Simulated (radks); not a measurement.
The numbers below are computed, except where a source is named.
Question: The chlorine ion Cl6+ is in [Ne] 3s1. Level of theory: non-relativistic Kohn-Sham, PBE, spin-polarised, spherical densities, point nucleus (a radial shooting solver on a logarithmic mesh with Libxc functionals). Open shells are filled with parallel spins first. One electron is removed from 2p, 2s, 3s, 1s in turn, with full relaxation. Which removal costs least, and what does each cost?

Answer: 3s 114.69 eV; 2p 323.45 eV; 2s 379.90 eV; 1s 2939.1 eV. The 3s electron leaves first.
